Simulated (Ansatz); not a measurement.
The cluster Be2Se3, relaxed as a singlet with RKS r2SCAN-D4/def2-SVP in Ansatz, starting from the GFN2-xTB geometry. Force threshold 0.02 eV/Å.

The restricted singlet is unstable towards broken spin symmetry in Hartree–Fock (as tested in another run); at r2SCAN-D4/def2-SVP this wasn't settled. An occupied level of the charge 0 singlet lies above an empty one (by up to 0.30 eV), so this SCF solution is probably not the lowest. Another isomer (singlet) lies 2.99 eV lower at PBE0-D4/def2-TZVP; other spin states weren't run for this one.

Start:

Cartesian coordinates in Å:
```
Be 1.777 0.854 0.315
Be -1.775 -0.855 -0.322
Se -3.523 -1.694 -0.622
Se 0.001 0.002 -0.015
Se 3.520 1.692 0.644
```

(1) Estimate the energy that the relaxation releases and the steps that it takes.

(2) Does the start keep its bonding and symmetry?

(3) Predict the relaxed structure.

Answers

(1) 0.67 eV, in 14 steps; 40 s on 4 threads of Arm Neoverse V1 on a shared host. No frequencies were taken in this run, so the end may be a saddle point.

(2) By distances, no bond broke or formed. The bond that changes most is Be2–Se4, from 2.00 to 2.04 Å (atoms count from 1). Point group D∞h at the start, C2v at the end, both within 0.05 Å.

(3) 
```xyz
5

Be    1.295    0.656   -0.023
Be   -1.248   -0.566   -0.479
Se   -2.652   -1.421    0.635
Se    0.157    0.301   -1.684
Se    2.447    1.030    1.551
```
Bond lengths (bridged metal pairs left out): 4 × Be–Se 1.99 to 2.04 Å.
